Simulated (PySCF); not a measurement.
# Ne²⁺ (neon, charge +2): LDA calculation

Configuration: [He] 2s2 2p4, high-spin 3P determinant. All numbers are calculated (PySCF 2.14, the spin-free X2C one-electron Hamiltonian (Gaussian nucleus), in aug-cc-pVTZ-DK).

| Property | Result |
| --- | --- |
| Total energy | -126.0167 hartree |
| One-electron energy | -166.6248 hartree |
| Hartree (Coulomb) energy | 51.2036 hartree |
| Exchange-correlation energy | -10.5955 hartree |
| ⟨S²⟩ | 2.0012 |
| ⟨L²⟩ | 2.003 |
| Sum of ⟨r⟩ | 5.224 bohr |
| Sum of ⟨r²⟩ | 5.067 bohr² |
| Traceless quadrupole moment −½Σ⟨3z² − r²⟩ along its main axis | -0.337 e·bohr² |
| Langevin diamagnetic susceptibility | -4.01 ×10⁻⁶ cm³/mol |

| shell | electrons | mean orbital energy (eV) | spread (eV) | rms radius, mean of both spins (bohr) |
| --- | --- | --- | --- | --- |
| 1s α | 1 | -876.79 | 0 | 0.184 |
| 1s β | 1 | -874.38 | 0 | 0.184 |
| 2s α | 1 | -79.571 | 0 | 0.916 |
| 2s β | 1 | -74.822 | 0 | 0.916 |
| 2p α | 3 | -56.844 | 3.035 | 0.911 |
| 2p β | 1 | -52.105 | 0 | 0.911 |
